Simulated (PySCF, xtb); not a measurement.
ClSi, SMILES [Si]Cl (connectivity only; charge and spin as stated), charge +1, multiplicity 1.

GFN2-xTB in xtb 6.7.1 at its own geometry gives an orbital gap of 3.65 eV.

Coordinates come from a PBE-D3(BJ)/def2-TZVPD optimisation.

Problem. What does PySCF with HF/def2-TZVPD give? (Estimate from the structure and the level; the computed values follow.)

Solution. gap 12.56 eV (levels -18.80 and -6.25 eV).
